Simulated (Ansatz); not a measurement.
Z-matrix (Å, degrees):
```
Al
N 1 2.031
H 1 1.604 2 101.4
H 1 1.606 2 99.4 3 -119.3
H 1 1.606 2 99.4 3 119.4
C 2 1.334 1 120.4 3 -89.3
C 2 1.334 1 120.3 3 88.5
C 6 1.381 2 122.1 1 177.5
H 6 1.084 2 115.7 1 -2.9
C 7 1.381 2 122.1 1 -177.5
H 7 1.084 2 115.7 1 2.9
C 8 1.385 6 118.7 2 0.2
H 8 1.082 6 119.8 2 180.0
H 10 1.082 7 119.8 2 -180.0
H 12 1.084 8 120.5 6 179.8
```

Charge 0, multiplicity 1.

Question: List the r2SCAN/def2-TZVPP orbital energies in eV (Ansatz 0.2.0). (Best estimate.)

Answer: Computed: Occupied: -1515.30, -387.24, -275.28, -275.28, -274.78, -274.49, -274.49, -108.83, -69.12, -68.98, -68.97, -26.43, -22.32, -21.20, -17.68, -17.48, -14.91, -13.60, -12.99, -12.01, -11.92, -11.70, -10.22, -9.61, -8.81, -7.98, -7.96, -6.30, -6.16. Lowest empty: -2.91, -2.27, 0.44, 1.23, 1.69, 1.84, 1.87, 2.21.
